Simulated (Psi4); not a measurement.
FRb, singlet, geometry from GFN2-xTB (such geometries of metal compounds can be far from the true shape) (core potentials on Rb); B97M-V/def2-SVPD (Psi4).

Input for Psi4:
```
memory 2 GB

molecule {
0 1
  Rb   -0.00000000   -0.00000000   -0.43049990
  F     0.00000000    0.00000000    1.76983294
}

set basis def2-svpd

energy('b97m-v')
print_variables()
```

The log (banner, timings and long lists left out):

```
   => Loading Basis Set <=

    Name: DEF2-SVPD
    Role: ORBITAL
    Keyword: BASIS

    !!!  WARNING: ECP capability is in beta. Please check occupations closely.  !!!

         ---------------------------------------------------------
                                   SCF
               by Justin Turney, Rob Parrish, Andy Simmonett
                          and Daniel G. A. Smith
                              RKS Reference
         ---------------------------------------------------------

  ==> Geometry <==

    Molecular point group: c2v
    Full point group: C_inf_v

    Geometry (in Angstrom), charge = 0, multiplicity = 1:

       Center              X                  Y                   Z               Mass
    ------------   -----------------  -----------------  -----------------  -----------------
         RB           0.000000000000     0.000000000000    -0.402297495747    84.911789737900
         F            0.000000000000     0.000000000000     1.798035344253    18.998403162730

  Running in c2v symmetry.

  Rotational constants: A = ************  B =      0.22428  C =      0.22428 [cm^-1]
  Rotational constants: A = ************  B =   6723.77999  C =   6723.77999 [MHz]
  Nuclear repulsion =   19.480395549734197

  Charge       = 0
  Multiplicity = 1
  Electrons    = 18
  Nalpha       = 9
  Nbeta        = 9

  ==> Algorithm <==

  SCF Algorithm Type is DF.
  DIIS enabled.
  MOM disabled.
  Fractional occupation disabled.
  Guess Type is SAD.
  Energy threshold   = 1.00e-06
  Density threshold  = 1.00e-06
  Integral threshold = 1.00e-12

  ==> Primary Basis <==

  Basis Set: DEF2-SVPD
    Blend: DEF2-SVPD
    Number of shells: 20
    Number of basis functions: 50
    Number of Cartesian functions: 54
    Spherical Harmonics?: true
    Max angular momentum: 2

  Core potential: DEF2-SVPD
    Number of shells: 4
    Number of ECP primitives: 10
    Number of ECP core electrons: 28
    Max angular momentum: 3

  ==> DFT Potential <==

   => LibXC <=

    Version 7.1.2
    S. Lehtola, C. Steigemann, M. J. T. Oliveira, and M. A. L. Marques,  SoftwareX 7, 1–5 (2018) (10.1016/j.softx.2017.11.002)

   => Composite Functional: B97M-V <=

    B97M-V GGA Exchange-Correlation Functional

    N. Mardirossian and M. Head-Gordon,  J. Chem. Phys. 142, 074111 (2015) (10.1063/1.4907719)

    Deriv               =              1
    GGA                 =           TRUE
    Meta                =           TRUE

    Exchange Hybrid     =          FALSE
[...]
   @DF-RKS iter   5:  -123.88580811745244   -1.58409e-03   8.75444e-04 DIIS/ADIIS
   @DF-RKS iter   6:  -123.88603224879962   -2.24131e-04   2.42169e-04 DIIS/ADIIS
   @DF-RKS iter   7:  -123.88604998542884   -1.77366e-05   1.58692e-05 DIIS
   @DF-RKS iter   8:  -123.88605005451394   -6.90851e-08   1.06973e-06 DIIS
   @DF-RKS iter   9:  -123.88605005486272   -3.48777e-10   2.28216e-07 DIIS
  Energy and wave function converged.

  ==> Post-Iterations <==

   Electrons on quadrature grid:
      Ntotal   =   18.0000751093 ; deviation = 7.511e-05

    Orbital Energies [Eh]
    ---------------------

    Doubly Occupied:

[...]
    Virtual:

[...]
    Final Occupation by Irrep:
             A1    A2    B1    B2
    DOCC [     5,    0,    2,    2 ]
    NA   [     5,    0,    2,    2 ]
    NB   [     5,    0,    2,    2 ]

  @DF-RKS Final Energy:  -123.88605005486272

   => Energetics <=

    Nuclear Repulsion Energy =             19.4803955497341974
    One-Electron Energy =                -220.2345697002701570
    Two-Electron Energy =                  91.1611483927511301
    DFT Exchange-Correlation Energy =     -14.3669868830577645
    Empirical Dispersion Energy =           0.0000000000000000
    VV10 Nonlocal Energy =                  0.0739625859798751
    Total Energy =                       -123.8860500548627215

Computation Completed

Properties will be evaluated at   0.000000,   0.000000,   0.000000 [a0]

Properties computed using the SCF density matrix

 Multipole Moments:

 ------------------------------------------------------------------------------------
     Multipole            Electronic (a.u.)      Nuclear  (a.u.)        Total (a.u.)
 ------------------------------------------------------------------------------------

 L = 1.  Multiply by 2.5417464519 to convert [e a0] to [Debye]
 Dipole X            :          0.0000000            0.0000000            0.0000000
 Dipole Y            :          0.0000000            0.0000000            0.0000000
 Dipole Z            :        -27.0214348           23.7380605           -3.2833743
 Magnitude           :                                                    3.2833743

 ------------------------------------------------------------------------------------

  Variable Map:
  ----------------------------------------------------------------------------
[...]
  Array Variable Map:
  ----------------------------------------------------------------------------
[...]
[...]
```
